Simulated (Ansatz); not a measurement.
**Molecular dynamics of ClGaH$_{2}$O**

The input (input.yaml):

```yaml
crystal:
  periodic: [false, false, false]
  atoms:
    - { symbol: Ga, position_ang: [-0.064244, -0.033475, -0.043922] }
    - { symbol: O, position_ang: [0.058297, -0.122287, 1.744356] }
    - { symbol: H, position_ang: [-0.818756, -0.157871, 2.170266] }
    - { symbol: Cl, position_ang: [1.877089, 0.042426, -0.973763] }
    - { symbol: H, position_ang: [-1.381687, -0.010193, -0.884836] }
basis:
  gaussian: { orbitals: def2-SVP }
hamiltonian:
  xc: pbe
  dispersion: d4
md:
  timestep: 0.5
  n_steps: 100
  ensemble: nvt_nose_hoover
  temperature: 1500.0
  initial_velocities: maxwell_boltzmann
  seed: 119231
```

Launched with:

```bash
$ ansatz run input.yaml --threads 1 --pin off --max-ram 2048MiB --backend cpu --events-out ev --progress --plain --runs-dir out
```

It starts from a relaxed structure.

Output, in part (step lines, the closing report, with atoms numbered from 0):

```
md step     0: t =     0.00 fs  T =  1500.0 K  F+E_penalty+E_count = -66954.84693156 eV  E_kin = 0.581670 eV  conserved = -66954.26526157 eV  (25 SCF iters)
[... lines left out ...]
Total energy: -66954.49103621 eV, -2460.5321621968 hartree
Atom 0 at    -0.094578    -0.021829    -0.039635 Å, force     0.123822    -0.739481    -0.871165 eV/Å
Atom 1 at     0.085800    -0.136399     1.768452 Å, force    -0.203489     0.257077    -0.801973 eV/Å
Atom 2 at    -0.867842    -0.105447     1.958800 Å, force    -0.299261    -0.086972     0.807509 eV/Å
Atom 3 at     1.932406     0.034188    -0.989943 Å, force    -1.082827     0.071649     0.299335 eV/Å
Atom 4 at    -1.616327    -0.354470    -0.783348 Å, force     1.461756     0.497727     0.566294 eV/Å
Dipole moment:    -0.627760     0.070812     0.008065 e Å
```

The steps, from the saved trajectory:

```csv
time (fs),T (K),potential energy less start (eV),conserved less start (meV/atom)
0,1500,0.000,0.00
1.5,1252,0.097,0.22
3,886,0.241,0.55
4.5,887,0.240,0.33
6,963,0.209,0.15
7.5,834,0.260,0.29
9,616,0.345,0.24
10.5,289,0.473,0.43
12,126,0.536,0.53
13.5,281,0.476,0.38
15,532,0.378,0.31
16.5,772,0.286,0.30
18,913,0.231,0.04
19.5,675,0.326,0.34
21,526,0.386,0.62
22.5,861,0.254,0.22
24,1118,0.155,0.06
25.5,1023,0.195,0.32
27,845,0.265,0.23
28.5,559,0.378,0.44
30,447,0.423,0.52
31.5,626,0.353,0.31
33,814,0.282,0.33
34.5,1005,0.210,0.24
36,1032,0.200,0.02
37.5,665,0.347,0.46
39,559,0.390,0.62
40.5,941,0.241,0.16
42,1166,0.157,0.17
43.5,1125,0.176,0.25
45,905,0.264,0.27
46.5,577,0.394,0.49
48,482,0.433,0.50
49.5,631,0.376,0.31
```

All steps were run. The conserved energy stayed within 0.66 meV per atom of its start (net change 0.28 meV per atom), so the integration is sound. The mean temperature of the second half is 47 % below the set value. A run of 0.05 ps of so small a system gives no equilibrium averages.

The same pairs are bonded in the first frame and the last. Pairs count as bonded within 1.25 times the sum of covalent radii (0.12 Å more for H–H).

Last frame:

```xyz
5
Properties=species:S:1:pos:R:3
Ga -0.095 -0.022 -0.040
O 0.086 -0.136 1.768
H -0.868 -0.105 1.959
Cl 1.932 0.034 -0.990
H -1.616 -0.354 -0.783
```

The run took 2.8 min on 1 thread of Arm Neoverse V1, with other jobs on the host, peak memory 0.12 GiB.
